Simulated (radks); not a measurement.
Results of a calculation; reference values are marked as such.
Ir, configuration [Xe] 4f14 5d7 6s2. Level of theory: Dirac Kohn-Sham, RPBE, spin-unpolarised, spherical densities, point nucleus; open shells fill j = l - 1/2 first (a radial shooting solver on a logarithmic mesh with Libxc functionals).

Unscreened Slater integrals over Kohn-Sham orbitals (cm^-1). Large and small components are both included.

\begin{tabular}{lr}
integral & value \\ \hline
F0(6s1/2,6s1/2) & 68101 \\
F0(6s1/2,5d5/2) & 80581 \\
G2(6s1/2,5d5/2) & 21534 \\
F0(6s1/2,5d3/2) & 81374 \\
G2(6s1/2,5d3/2) & 19840 \\
F0(6s1/2,5p3/2) & 85860 \\
G1(6s1/2,5p3/2) & 6316.5 \\
F0(5d5/2,5d5/2) & 113910 \\
F2(5d5/2,5d5/2) & 57364 \\
F4(5d5/2,5d5/2) & 37393 \\
F0(5d5/2,5d3/2) & 116450 \\
F2(5d5/2,5d3/2) & 58738 \\
G2(5d5/2,5d3/2) & 58659 \\
G4(5d5/2,5d3/2) & 38298 \\
F0(5d5/2,5p3/2) & 133970 \\
F2(5d5/2,5p3/2) & 63978 \\
G1(5d5/2,5p3/2) & 76061 \\
G3(5d5/2,5p3/2) & 46719 \\
F0(5d3/2,5d3/2) & 119160 \\
F2(5d3/2,5d3/2) & 60327 \\
F0(5d3/2,5p3/2) & 138090 \\
F2(5d3/2,5p3/2) & 67341 \\
G1(5d3/2,5p3/2) & 81651 \\
G3(5d3/2,5p3/2) & 50180 \\
F0(5p3/2,5p3/2) & 169520 \\
F2(5p3/2,5p3/2) & 91216 \\
\end{tabular}
